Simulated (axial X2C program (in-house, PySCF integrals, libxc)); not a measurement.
**Which molecule gave these maps?**

PBE0 fields computed with an axial X2C code built on PySCF integrals, 2c, near the equilibrium distance, one atom at z = 0.

The maps cover the half plane through the axis: z from -2.4 to 4.8 Å along the bond, ρ from 0.15 to 2.25 Å away from it.

log10 of the density in e/bohr³:

```
 ρ\z  -2.4  -1.8  -1.2  -0.6   0.0   0.6   1.2   1.8   2.4   3.0   3.6   4.2   4.8
0.15  -3.2  -2.6  -1.8  -0.4   1.4  -0.4  -1.5  -1.2  -0.1   0.4  -0.9  -2.1  -2.5
0.45  -3.2  -2.6  -1.9  -0.7   0.2  -0.7  -1.5  -1.4  -0.3  -0.2  -1.1  -2.1  -2.5
0.75  -3.3  -2.7  -2.0  -1.2  -0.8  -1.2  -1.6  -1.7  -0.9  -0.8  -1.6  -2.2  -2.5
1.05  -3.4  -2.8  -2.2  -1.7  -1.5  -1.6  -1.8  -2.0  -1.6  -1.5  -2.0  -2.3  -2.6
1.35  -3.6  -3.0  -2.5  -2.1  -1.9  -1.9  -2.1  -2.2  -2.2  -2.1  -2.3  -2.5  -2.7
1.65  -3.7  -3.2  -2.7  -2.4  -2.3  -2.2  -2.3  -2.4  -2.5  -2.4  -2.5  -2.6  -2.9
1.95  -3.9  -3.4  -3.0  -2.8  -2.6  -2.6  -2.6  -2.7  -2.7  -2.6  -2.6  -2.8  -3.0
2.25  -4.2  -3.7  -3.3  -3.1  -2.9  -2.9  -2.9  -2.9  -2.9  -2.8  -2.9  -3.0  -3.2
```

Electron localisation function (collinear form, no current term, damped to 0 at low density):

```
 ρ\z  -2.4  -1.8  -1.2  -0.6   0.0   0.6   1.2   1.8   2.4   3.0   3.6   4.2   4.8
0.15  0.16  0.16  0.08  0.43  0.58  0.40  0.21  0.27  0.33  0.25  0.76  0.12  0.94
0.45  0.16  0.20  0.14  0.39  0.72  0.37  0.34  0.16  0.87  0.79  0.58  0.16  0.95
0.75  0.14  0.26  0.23  0.25  0.26  0.28  0.53  0.10  0.75  0.82  0.21  0.31  0.97
1.05  0.11  0.31  0.31  0.21  0.12  0.32  0.67  0.11  0.20  0.31  0.09  0.64  0.98
1.35  0.06  0.30  0.34  0.23  0.15  0.42  0.71  0.22  0.04  0.07  0.22  0.89  0.98
1.65  0.02  0.21  0.34  0.24  0.22  0.47  0.67  0.34  0.10  0.17  0.65  0.96  0.96
1.95  0.01  0.10  0.26  0.24  0.24  0.44  0.53  0.33  0.28  0.56  0.90  0.97  0.91
2.25  0.00  0.03  0.12  0.18  0.21  0.31  0.31  0.23  0.39  0.77  0.92  0.92  0.71
```

Axial spin density in 10⁻³ e/bohr³:

```
 ρ\z  -2.4  -1.8  -1.2   -0.6    0.0    0.6   1.2   1.8   2.4   3.0   3.6  4.2  4.8
0.15   0.4   1.8   9.9  134.3  858.1  132.3   4.4  -1.2  -1.0   6.1  -0.2  2.8  2.7
0.45   0.4   1.5   6.4   23.3  285.7   17.4   0.2  -1.9  -2.0   1.8  -0.5  3.0  2.6
0.75   0.3   1.1   3.6    8.3   50.5    1.8  -2.3  -2.2   0.0  -0.2   1.4  3.2  2.4
1.05   0.2   0.8   2.1    5.3   13.1    0.9  -2.4  -1.8   0.7   2.0   2.8  3.1  2.0
1.35   0.2   0.5   1.3    3.0    4.5    0.4  -1.6  -1.2   0.8   2.5   3.0  2.6  1.6
1.65   0.1   0.3   0.8    1.5    1.7    0.1  -1.0  -0.7   0.7   2.1   2.4  2.0  1.2
1.95   0.1   0.2   0.4    0.7    0.7    0.0  -0.5  -0.3   0.5   1.4   1.7  1.4  0.8
2.25   0.1   0.1   0.2    0.3    0.3    0.0  -0.2  -0.1   0.3   0.9   1.1  0.9  0.5
```

**Question.** Which molecule is it?
A. OsO⁻
B. AlCd
C. CaCo
D. SgCl⁻

**Answer.** C. CaCo, with Co at z = 0 and Ca at z = 2.774 Å, state Ω = 7/2 (⟨Sz⟩ = 1.50, ⟨Lz⟩ = 2.00 at PBE0), basis Co dyall-cv3z [9s10p6d3f2g], Ca dyall-cv3z [11s12p6d4f] (cores contracted in-house). The state is one determinant whose occupation by symmetry is held fixed; it was picked as the lowest of a PBE0 search that is not exhaustive. Density functionals use the spin component along the axis (collinear). Other states lie close and PBE0, whose exact exchange favours high spin, may order them wrongly; the determinant shown need not be the ground state. The nearest other spin-free determinant of the search, M_S = 1/2, Λ = 2, lies 0.13 eV up at the distance of the search. Without a current term, density functionals place determinants with orbital angular momentum somewhat too high. With several unpaired electrons one determinant need not be a pure state. A state of lower Ω lies just above, and one determinant can place such states too high, so the state shown need not be the lowest. The search has Ω = 1/2 only 0.11 eV up.
